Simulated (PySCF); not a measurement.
Method: PySCF with TPSSh-D3(BJ)/def2-TZVP // B3LYP-D3(BJ)/def2-SVP. Gas-phase values, no solvent. One relaxed conformer stands for a flexible species; it need not be the lowest. Excitations are Tamm–Dancoff values on a coarser integration grid. The basis has no diffuse functions, so Rydberg states are missing or too high.

Reference species (SMILES): `Bc1c(C=C)ccc2ccsc12` (neutral, multiplicity 1).

The LUMO is -2.40 eV. The brightest of the four lowest singlets (TDA) is 4.55 eV and the HOMO is -5.83 eV. The T1 excitation (TDA) is 2.58 eV.

Changed species: `Bc1c(cc2sccc2c1)C=C`.

Problem. Give the shifts of the LUMO, brightest of the four lowest singlets (TDA), HOMO and T1 excitation (TDA).

Solution. the LUMO increases by 0.18 eV, to -2.22 eV; the brightest of the four lowest singlets (TDA) stays essentially unchanged; the HOMO goes up by 0.02 eV, to -5.81 eV; the T1 excitation (TDA) goes up by 0.26 eV, to 2.84 eV.
